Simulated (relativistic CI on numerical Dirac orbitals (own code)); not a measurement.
## Radial parameters of Pm39+

Method of calculation: Dirac-Coulomb-Breit CI, KLI orbitals optimised for each configuration, QED by a radiative potential, unscaled Slater integrals (own radial code, finite nucleus).

Slater integrals F^k, G^k are unscaled and averaged over j, outside the closed core [Ne]; ζ comes from projecting the Hamiltonian with its Breit term on Σ l·s of the shell.

- 3s2.3p6.3d4: F^2(3d,3d) = 474080, F^4(3d,3d) = 306100, ζ(3d) = 92259 cm⁻¹; <r>(3d) = 0.2154, <r^2>(3d) = 0.0538 (bohr units).
- 3s2.3p5.3d5: ζ(3p) = 691580, F^2(3d,3d) = 473210, F^4(3d,3d) = 305520, F^2(3p,3d) = 410930, G^1(3p,3d) = 439440, G^3(3p,3d) = 293020, ζ(3d) = 91315 cm⁻¹; <r>(3p) = 0.2413, <r^2>(3p) = 0.06735, <r>(3d) = 0.2157, <r^2>(3d) = 0.05398 (bohr units).
- 3s.3p6.3d5: F^2(3d,3d) = 472910, F^4(3d,3d) = 305320, G^2(3s,3d) = 332980, ζ(3d) = 91811 cm⁻¹; <r>(3s) = 0.2464, <r^2>(3s) = 0.06927, <r>(3d) = 0.2158, <r^2>(3d) = 0.05404 (bohr units).

(1) Give the Racah parameters of the d shell in 3s2.3p6.3d4.

Averages of the first 10 configurations, taken without configuration mixing, which lowers the lowest level and can move excited configurations by several eV; other configurations of the list can lie among them:

| Configuration | Parity | States | Average energy above the lowest level (eV) |
| --- | --- | --- | --- |
| 3s2.3p6.3d4 | even | 210 | 76.3 |
| 3s2.3p5.3d5 | odd | 1512 | 380.2 |
| 3s.3p6.3d5 | even | 504 | 634.7 |
| 3s2.3p6.3d3.4s | even | 240 | 1226.1 |
| 3s2.3p6.3d3.4p | odd | 720 | 1321.2 |
| 3s2.3p6.3d3.4d | even | 1200 | 1439.1 |
| 3s2.3p5.3d4.4s | odd | 2520 | 1521.9 |
| 3s2.3p6.3d3.4f | odd | 1680 | 1538.5 |
| 3s.3p6.3d4.4s | even | 840 | 1778.1 |
| 3p6.3d5.4p | odd | 1512 | 2431.0 |

Answers

(1) B = F²/49 − 5F⁴/441 = 6205 cm⁻¹ and C = 35F⁴/441 = 24294 cm⁻¹.
